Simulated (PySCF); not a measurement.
**LiPb at UHF-MP2**

Level: UHF-MP2. PySCF, scalar-relativistic core potentials, basis sets Li aug-cc-pVDZ, Pb aug-cc-pVDZ-PP with ECP60.

| Property | Result |
| --- | --- |
| state | ⁴Σ⁻ (quartet), unpaired electrons σ ↑, π ↑↑ |
| bond length | 5.006 bohr |
| harmonic wavenumber | 342 cm⁻¹ |
| force constant | 0.468 mdyn/Å |
| rotational constant Be | 0.3539 cm⁻¹ |
| anharmonicity ωexe | 1.89 cm⁻¹ |
| vibration–rotation constant αe | 0.00312 cm⁻¹ |
| well depth De to Li + Pb | 132 kJ/mol |
| dissociation energy D0 | 130 kJ/mol |

Correlated steps freeze 4 core orbitals. Correlated levels converge slowly with the basis: in double zeta they bind strong bonds too weakly, by up to about 1 eV, and carry superposition errors of some tenths. These are scalar-relativistic numbers at best; spin–orbit coupling would shift them, the dissociation energy most. The state is the lowest determinant that a PBE0 search found; another state may lie lower at other levels.
